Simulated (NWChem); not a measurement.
A series in which one site is exchanged, each optimised at PBE0/def2-SVP with NWChem, gas phase unless a solvent is named. Some are not confirmed as minima by frequencies. def2 effective core potentials on In, I; no spin-orbit coupling.

A: [InH2][Cl] (InH2Cl; site = Cl)
B: [InH2][I] (InH2I; site = I)
C: [Br][InH2] (InH$_{2}$Br; site = Br)
D: [InH3] (InH$_{3}$; site = H)

Rank them by lowest singlet excitation, CAM-B3LYP/def2-SVPD, TDA (eV), lowest first.

B (4.20), C (4.70), D (4.89), A (5.03)
